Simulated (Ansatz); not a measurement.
A run for Ansatz (an electronic-structure program): U-B2PLYP/def2-TZVPP on O (SMILES [O]).

Ansatz 0.2 input:
```yaml
crystal:
  periodic: [false, false, false]
  atoms:
    - {symbol: O, position_ang: [0.00000000, 0.00000000, 0.00000000]}
basis:
  gaussian:
    orbitals: def2-TZVPP
hamiltonian:
  xc: {name: B2PLYP}
magnetization: {spin_polarized: true, initial_magnetization: 2}
correlation: {electrons: outside_noble_gas}
```

It printed:

```
WARN ansatz: RAYON_NUM_THREADS=1 ignored (pool sized by the plan → 1); use --threads N
Functional definition: B2PLYP
integrals: 0.00 GiB planned
200 factors; integrals over basis functions are off by at most 1.2e-4 eV
mean field: 0.06 GiB planned
mean field evaluation 1: about -2040.9234 eV, gradient 6.6e0 eV
mean field evaluation 2: about -2040.9241 eV, gradient 6.6e0 eV
mean field evaluation 4: about -2041.0497 eV, gradient 4.7e-1 eV
mean field evaluation 8: about -2041.0508 eV, gradient 1.8e-3 eV
mean field evaluation 16: about -2041.0508 eV, gradient 1.2e-6 eV
mean field -2041.05079558 eV, -75.0072332636 hartree, gradient 1.2e-6 eV, S^2 2.004916; 0 other end points of the search recorded, 0 dependent functions left out
1 core orbitals not correlated
reference -2041.05086359 eV, -75.0072357631 hartree; 4, 2 occupied and 26, 28 virtual orbitals, 200 factors
second order -4.50190228 eV of doubles, -0.00000000 eV of singles
Total energy: -2042.26637721 eV, -75.0519050645 hartree
```

The calculation finished and met its thresholds.

Cost: roughly 0.6 core-seconds.
